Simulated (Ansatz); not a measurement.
CH₃Cl₃Sn, triplet, at the geometry of the source list (a higher spin typed on purpose: for a closed-shell molecule this is an excited state) (core potentials on Sn); PBE/def2-SV(P) (Ansatz, a quantum-chemistry and plane-wave program).

Here is a job for Ansatz.
Ansatz 0.2 input:
```yaml
crystal:
  periodic: [false, false, false]
  atoms:
    - {symbol: C, position_ang: [-1.30240000, -0.19520000, 0.04370000]}
    - {symbol: Sn, position_ang: [0.88950000, 0.13090000, -0.02900000]}
    - {symbol: Cl, position_ang: [1.93030000, -1.18170000, -1.64230000]}
    - {symbol: Cl, position_ang: [1.43730000, 2.34060000, -0.52760000]}
    - {symbol: Cl, position_ang: [1.91810000, -0.36690000, 1.99090000]}
    - {symbol: H, position_ang: [-1.47170000, -1.18730000, 0.44430000]}
    - {symbol: H, position_ang: [-1.72180000, 0.56790000, 0.68830000]}
    - {symbol: H, position_ang: [-1.67940000, -0.10830000, -0.96840000]}
basis:
  gaussian:
    orbitals: def2-SV_P_.json
hamiltonian:
  xc: pbe
magnetization: {spin_polarized: true, initial_magnetization: 2}
```
The basis file holds def2-SV(P) in the JSON format of the Basis Set Exchange.

The log (banner, timings and long lists left out):

```
Functional definition: PBE
1184 factors; their error is unknown
mean field evaluation 1: about -44445.2048 eV, gradient 4.2e1 eV
mean field evaluation 2: about -44399.9503 eV, gradient 7.6e1 eV
mean field evaluation 4: about -44452.9730 eV, gradient 1.6e1 eV
mean field evaluation 8: about -44454.6823 eV, gradient 4.7e0 eV
mean field evaluation 16: about -44454.8359 eV, gradient 7.5e-3 eV
mean field evaluation 32: about -44453.9965 eV, gradient 8.2e0 eV
mean field evaluation 64: about -44454.4973 eV, gradient 4.9e-1 eV
mean field -44454.83590044 eV, -1633.6850867713 hartree, gradient 3.6e-6 eV, S^2 2.002749; 10 other end points of the search recorded, 0 dependent functions left out
reference -44454.83593862 eV, -1633.6850881741 hartree; 42, 40 occupied and 58, 60 virtual orbitals, 1184 factors
Total energy: -44454.83593862 eV, -1633.6850881741 hartree
```
